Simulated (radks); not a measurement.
Values are calculated unless marked as measured or tabulated.
Task: The mean radii <r> (bohr) of the occupied orbitals of an atom or ion are listed with their occupations. Code: a radial shooting solver on a logarithmic mesh with Libxc functionals. Model: scalar-relativistic Kohn-Sham, HCTH/407, spin-unpolarised, spherical densities, point nucleus.

| orbital | occ. | <r> |
|---|---|---|
| 1s | 2 | 0.02667 |
| 2s | 2 | 0.1146 |
| 2p | 6 | 0.1003 |
| 3s | 2 | 0.3062 |
| 3p | 6 | 0.3041 |
| 3d | 10 | 0.2804 |
| 4s | 2 | 0.7156 |
| 4p | 6 | 0.7629 |
| 4d | 10 | 0.8704 |
| 5s | 2 | 1.778 |
| 5p | 4 | 2.081 |

Name the element and its charge.

Result: Z = 54, xenon, charge +2: Xe2+ in [Kr] 4d10 5s2 5p4. The 1s radius gives Z: for a bare nucleus <r> = (2 gamma + 1)/(2Z) with gamma = sqrt(1 - (Z/c)^2), 0.02628 bohr for Z = 54, and screening makes it slightly larger (0.02667 here). The occupations add up to 52, and the charge is Z minus that.
